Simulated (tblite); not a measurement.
Compound: C5H5NSi.
InChI=1S/C5H5NSi/c6-4-5-2-1-3-7-5/h1-3H,7H2

Computed with GFN2-xTB (tblite): harmonic, unscaled wavenumbers at the GFN2-xTB geometry, gas phase. This tight-binding method is rough: wavenumbers can miss measured ones by several per cent, in bad cases by 10 to 20. Modes of hydrogen on silicon can be 10 to 20 % off.

Harmonic wavenumbers (cm⁻¹): 127.5, 135.6, 232.4, 372.0, 399.9, 437.0, 482.2, 520.7, 566.2, 600.4, 618.0, 657.3, 742.7, 745.4, 804.6, 869.6, 914.5, 1035.3, 1094.0, 1189.6, 1233.2, 1311.1, 1526.7, 1602.5, 2290.7, 2292.0, 2336.3, 3063.0, 3073.3, 3105.2.

A = 4697, B = 1714, C = 1275 MHz; mass 107.019 u (most abundant isotopes); point group Cs, symmetry number 1.

Question: What is the zero-point energy?

Answer: Half the sum of the wavenumbers: 17189 cm⁻¹ = 49.15 kcal/mol.

Question: What is S at 298.15 K and 1 bar for an ideal gas of classical rigid rotors and harmonic oscillators?

Answer: Translation 39.95, rotation 27.84, vibration 14.91: S = 82.7 cal/(mol K).

Question: And Cp and H(298.15 K) − H(0)?

Answer: Cp = 28.97 cal/(mol K), of which vibrations give 21.02 (their classical limit is 30 R = 59.6); H(298.15 K) − H(0) = 5.10 kcal/mol without the zero-point energy, 2.73 from vibrations.

Question: What must be added to the electronic energy to get the Gibbs energy at 298.15 K and 1 bar?

Answer: ZPE + [H(298.15 K) − H(0)] − T·S = 49.15 + 5.10 − 24.66 = 29.59 kcal/mol.

Question: Which modes carry the vibrational entropy at 298.15 K?

Answer: 127.5 cm⁻¹: 2.98; 135.6 cm⁻¹: 2.87; 232.4 cm⁻¹: 1.86; 372.0 cm⁻¹: 1.07; 399.9 cm⁻¹: 0.96; 437.0 cm⁻¹: 0.84 cal/(mol K); the other 24 give 4.33 together.

Hindered rotation and anharmonicity are outside this model.

Time: 1.0 s. Hardware: an Intel Xeon at 2.50 GHz with one thread (shared host). This covers the Hessian and the dipole derivatives.
